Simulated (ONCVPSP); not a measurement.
# Which change was made? (N, ONCV)

| Item | Value |
| --- | --- |
| Element | nitrogen |
| Generator | ONCVPSP 4.0.1 |
| Type | optimised norm-conserving Vanderbilt (ONCV) |
| Functional | PBE |
| Relativity | non-relativistic |
| Frozen core | [He] |
| Valence charge | 5 |
| Reference configuration | 2s2 2p3 |
| Partial waves | 2s: rc 1.05 bohr, ncon 4, nbas 8, qcut 4.8 1/bohr, 2 projectors, debl 3.2 Ha; 2p: rc 2.00 bohr, ncon 4, nbas 7, qcut 6.1 1/bohr, 3 projectors, debl 3.9 Ha; d scattering state at 0.41 Ha: rc 2.10 bohr, ncon 5, nbas 9, qcut 4.3 1/bohr, 1 projector |
| Local potential | polynomial inside 0.75 bohr (lpopt 3, dvloc0 6 Ha) |
| Core correction | none |

Cutoffs, loose and tight: the cutoffs (Ha) at which the residual kinetic energy of the hardest occupied pseudo-wave falls to 1 and 0.1 mHa per electron. They do not see the model core or the augmentation charge, which bear on the density cutoff. Test errors are all-electron minus pseudo excitation energies from the reference, over the configurations 2s2 2p2; 2s2 2p1; 2s2 2p0; 2s1 2p3; variants that change the core or the reference have their own tests.

The base gives: outcome: generated; cutoff, loose: 125 Ha; cutoff, tight: 158 Ha; bound ghosts: none; GHOST(+) flags above zero: none; largest test error (meV): +2060.

After one change the result is: outcome: generated; cutoff, loose: 164 Ha; cutoff, tight: 206 Ha; bound ghosts: none; GHOST(+) flags above zero: none; largest test error (meV): +1459. Which change was it?
A. all radii scaled by about 0.87 (s 0.92, p 1.74, d 1.82 bohr); local potential polynomial inside 0.66 bohr (lpopt 3, dvloc0 6 Ha)
B. s: qcut 6.3; p: qcut 8; d: qcut 5.7
C. p: qcut 9.4

A. The others give: p: qcut 9.4 → outcome: generated; cutoff, loose: 125 Ha; cutoff, tight: 158 Ha; bound ghosts: none; GHOST(+) flags above zero: none; largest test error (meV): +1137 | s: qcut 6.3; p: qcut 8; d: qcut 5.7 → outcome: generated; cutoff, loose: 40 Ha; cutoff, tight: 144 Ha; bound ghosts: none; GHOST(+) flags above zero: none; largest test error (meV): +1429.
